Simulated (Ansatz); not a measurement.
Born–Oppenheimer molecular dynamics of Cl$_{3}$HSn (5 atoms, charge 0, multiplicity 1). It starts at the highest image of a converged band. Of that band: Neighbouring images differ by up to 1.3 eV, so the band resolves the path poorly. A vibrational analysis at the climbing image gives one clearly imaginary mode, 899i cm⁻¹: a first-order saddle point.

Method: RKS PBE-D4/def2-SVPD in Ansatz 0.2.0.

```yaml
ensemble: NVE (velocity Verlet)
time_step: 0.5 fs
steps_asked: 200
starting_velocities_drawn_for: 100 K
seed: 4040
```

First frame:

```xyz
5
Properties=species:S:1:pos:R:3
Sn -0.269 0.004 0.413
H 0.924 0.005 1.741
Cl 2.336 -0.012 0.413
Cl -0.903 1.897 -0.883
Cl -0.926 -1.894 -0.862
```

(1) How far do the bonds stretch over the last three quarters of this one trajectory? (Pairs bonded in most of those frames.)

Answers

(1) 
```tsv
bond	mean (Å)	spread (Å)	shortest	longest
Sn1–Cl4	2.497	0.096	2.32	2.60
Sn1–Cl5	2.464	0.050	2.38	2.52
H2–Cl3	1.362	0.128	1.16	1.54
```

Mean temperature of the second half: 2581 K. The conserved energy stayed within 1.2 meV per atom of its start (net change 0.035 meV per atom), so the integration is sound. The kinetic energy rose, since the run started high on the potential surface and went downhill. It ends in pieces (Cl2Sn + ClH), so much of that is their flight and rotation, not heat. A run of 0.1 ps of so small a system gives no equilibrium averages. The orbitals stay closed-shell, which can raise the energy where a bond breaks towards radicals; this wasn't checked here.

The run took 2.9 min on 4 threads of Intel(R) Xeon(R) Platinum 8488C (Sapphire Rapids), on a shared host, peak memory 0.21 GiB.
